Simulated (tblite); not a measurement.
Species: C4H7ClO2Si.
Geometry (GFN2-xTB, Å), atoms numbered from 1 in this order:
```
atom  x, y, z in Å
C1    -2.904   -0.552    0.171
O2    -1.558   -0.519   -0.193
Si3   -0.412    0.519    0.288
C4     1.061   -0.085   -0.761
C5     2.357    0.364   -0.176
Cl6    2.531    2.071    0.167
C7     3.342   -0.409    0.163
O8     4.221   -1.122    0.447
H9    -3.014   -0.591    1.257
H10   -3.351   -1.444   -0.269
H11   -3.425    0.333   -0.200
H12   -0.142    0.403    1.723
H13   -0.755    1.907   -0.031
H14    0.974    0.304   -1.777
H15    1.070   -1.172   -0.831
```

Method: GFN2-xTB as coded in tblite; computed harmonic values from a numerical Hessian at the method's own geometry, unscaled. Against measured fundamentals such values can be off by several per cent, at times by over 20. Modes of hydrogen on silicon can be 10 to 20 % off. One conformer, not necessarily the lowest.

Harmonic wavenumbers (cm⁻¹): 32.5, 37.3, 74.2, 88.7, 104.3, 125.3, 147.1, 248.6, 265.3, 335.3, 354.2, 495.4, 537.8, 610.2, 629.0, 735.4, 760.3, 774.3, 789.3, 818.2, 1033.9, 1111.6, 1131.9, 1135.9, 1162.4, 1217.2, 1387.2, 1416.0, 1446.8, 1478.8, 1486.4, 2226.1, 2262.5, 2270.5, 2958.4, 2958.7, 2971.0, 2995.3, 3005.9.

A = 2638, B = 655.4, C = 550.7 MHz; mass 149.990 u (most abundant isotopes); point group C1, symmetry number 1.

**Question.** Zero-point energy?

**Answer.** Half the sum of the wavenumbers: 21810 cm⁻¹ = 62.36 kcal/mol.

**Question.** Entropy at 350 K, 1 bar (ideal gas, RRHO, classical rotation)?

**Answer.** Translation 41.75, rotation 30.68, vibration 42.42: S = 114.8 cal/(mol K).

**Question.** And Cp and H(350 K) − H(0)?

**Answer.** Cp = 41.87 cal/(mol K), of which vibrations give 33.92 (their classical limit is 39 R = 77.5); H(350 K) − H(0) = 9.68 kcal/mol without the zero-point energy, 6.90 from vibrations.

**Question.** Blend soft modes into free rotors: weight 1/[1 + (100 cm⁻¹/ν̃)⁴] for the oscillator and the rest for a rotor with moment μB/(μ + B), μ = h/(8π²ν), B = 10⁻⁴⁴ kg m². What vibrational entropy results?

**Answer.** 37.01 cal/(mol K) in place of 42.42, which changes −T·S at 350 K by +1.89 kcal/mol.

**Question.** What must be added to the electronic energy to get the Gibbs energy at 350 K and 1 bar?

**Answer.** ZPE + [H(350 K) − H(0)] − T·S = 62.36 + 9.68 − 40.20 = 31.84 kcal/mol.

**Question.** How do the functions run with temperature in this model?

**Answer.** 
```tsv
T (K)	S (cal/(mol K))	Cp (cal/(mol K))	H − H(0) (kcal/mol)	G − H(0) (kcal/mol)	ln q(vib)
150	86.6	26.5	2.80	-10.19	5.12
250	102.0	34.5	5.86	-19.65	8.46
298.15	108.4	38.2	7.61	-24.72	9.92
400	120.7	45.2	11.86	-36.40	12.81
600	141.1	55.6	22.00	-62.64	17.93
900	165.7	65.6	40.31	-108.80	24.61
```

q(vib) and H(0) count from the zero-point level.

**Question.** Which modes carry the vibrational entropy at 350 K?

**Answer.** 32.5 cm⁻¹: 5.99; 37.3 cm⁻¹: 5.72; 74.2 cm⁻¹: 4.35; 88.7 cm⁻¹: 4.00; 104.3 cm⁻¹: 3.69; 125.3 cm⁻¹: 3.33 cal/(mol K); the other 33 give 15.34 together.

Hindered rotation and anharmonicity are outside this model. Other conformers, if any are populated, would add a mixing term that is left out. The structure is chiral; the term R ln 2 for an equal mix with its mirror image is left out.

Hardware: Arm Neoverse N1, one thread, shared host with 64 logical CPUs at a one-minute load of 61. Cost: 0.98 s wall. The figure is for the frequency step alone.
